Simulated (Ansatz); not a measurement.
Reaction (ligand exchange at a Ga–O bond): `[CH3][Ga]([CH3])[O][Ga]([CH3])[CH3]` + H₂Se → `[CH3][Ga]([CH3])[SeH]` + `[CH3][Ga]([CH3])[OH]`

Program: Ansatz. Geometries: PBE0-D4/def2-TZVP. ΔE: electronic, gas phase. CCSD(T)/CBS adds triple-zeta CCSD(T) − MP2 to the extrapolated MP2 energy (def2 sets, frozen cores). DFT in def2-TZVPP. For Ga, Se outer-core shells are correlated without core-valence functions, which leaves a few kJ/mol of doubt a bond. Scalar relativity is left out up to krypton. Each species was taken in one conformer, which may not be the lowest.

```tsv
level	ΔE (kcal/mol)
B97M-V	-9.4
PBE0-D4	-12.5
CAM-B3LYP	-10.0
SCS-MP2/def2-TZVPP	-8.8
```

Question: What does CCSD(T)/CBS give? (Best estimate.)

Answer: Computed: -10.4 kcal/mol. The listed levels differ from it by 1.0, -2.1, 0.4, 1.6 kcal/mol.

Largest T1 diagnostic among the species: 0.013.

From r2SCAN to r2SCAN0 (25 % exact exchange), in def2-TZVPP and without D4, ΔE moves by −0.9 kcal/mol. The D4 term adds +1.5 kcal/mol with B3LYP and +1.0 kcal/mol with PBE0; it sums over pairs of atoms, weighted by their polarisabilities, and B3LYP, whose exchange is more repulsive, gets the larger term.

B3LYP here is the variant with VWN-RPA as its local correlation; programs differ in this.
